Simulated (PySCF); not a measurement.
# Mayer bond orders and bond lengths

C₆H₁₆N₂Si.
SMILES with atom numbers: `[CH3:1][C@H:2]1[CH2:3][CH2:4][NH:5][N:6]1[SiH:7]([CH3:8])[CH3:9]` (hydrogens: H10, H11, H12 on C1; H13 on C2; H14, H15 on C3; H16, H17 on C4; H18 on N5; H19 on Si7; H20, H21, H22 on C8; H23, H24, H25 on C9)

Cartesian coordinates in Å at the GFN2-xTB level; atoms count from 1:
```xyz
25
C6H16N2Si angstrom
C     -2.1305    0.7466    1.5019
C     -1.2555   -0.2202    0.7049
C     -1.9974   -0.8238   -0.5085
C     -1.1273   -0.3847   -1.7021
N     -0.3908    0.7780   -1.2296
N     -0.1114    0.4826    0.1313
Si     1.5313    0.1917    0.5858
C      2.1562   -1.5956    0.3279
C      2.5864    1.3953   -0.4234
H     -2.4794    1.5573    0.8656
H     -1.5502    1.1743    2.3149
H     -2.9928    0.2289    1.9160
H     -0.8912   -1.0005    1.3777
H     -2.0793   -1.9064   -0.4424
H     -3.0009   -0.4041   -0.5882
H     -0.3946   -1.1599   -1.9443
H     -1.7042   -0.1469   -2.5952
H     -1.0044    1.5967   -1.2495
H      1.5606    0.4884    2.0299
H      1.5335   -2.3116    0.8581
H      3.1721   -1.7191    0.6909
H      2.1495   -1.8732   -0.7233
H      2.4316    1.2551   -1.4876
H      3.6407    1.2512   -0.2125
H      2.3371    2.4240   -0.1892
```

Bond orders from the PBE0/pcSseg-1 density (PySCF). The structure is a single GFN2-xTB conformer in the gas phase; no vibrational or solvent corrections.

Problem. How far do the computed orders between heavy atoms stray from the drawn ones?

Solution. The largest departure is 0.103, at N6–C2 (drawn single, 0.897) and N6–Si7 (drawn single, 0.898).

Problem. Set the Mayer orders of the bonds between heavy atoms beside their lengths.

Solution. 
```
  bond  drawn as  length (Å)  Mayer order
 C1–C2    single       1.528        1.030
 C2–C3    single       1.545        0.990
 C3–C4    single       1.541        1.030
 C4–N5    single       1.455        0.980
 N5–N6    single       1.420        1.008
N6–Si7    single       1.729        0.898
Si7–C8    single       1.911        0.914
Si7–C9    single       1.892        0.972
 N6–C2    single       1.460        0.897
```

By pair of heavy elements: C–C: lowest C2–C3 (0.990, 1.545 Å), highest C1–C2 and C3–C4 (1.030, 1.528 Å). C–N: lowest N6–C2 (0.897, 1.460 Å), highest C4–N5 (0.980, 1.455 Å). C–Si: lowest Si7–C8 (0.914, 1.911 Å), highest Si7–C9 (0.972, 1.892 Å). Bonds named together lie within 0.004.

Problem. And the bonds to hydrogen?

Solution. C–H: 0.94 to 0.97 (14 bonds); H–N: 0.93 (1 bond); H–Si: 0.94 (1 bond).

Problem. Sum the orders of all bonds at each heavy atom with more than one neighbour and set the sums beside the valence in the SMILES.

Solution. C1 3.916 (drawn 4), C2 3.855 (drawn 4), C3 3.923 (drawn 4), C4 3.909 (drawn 4), N5 2.921 (drawn 3), N6 2.803 (drawn 3), Si7 3.724 (drawn 4), C8 3.788 (drawn 4), C9 3.845 (drawn 4). Orders between atoms that aren't bonded are not in these sums.

The Mayer order sums products of elements of PS (density times overlap matrix) between the two atoms' basis functions, so it depends on the basis set.
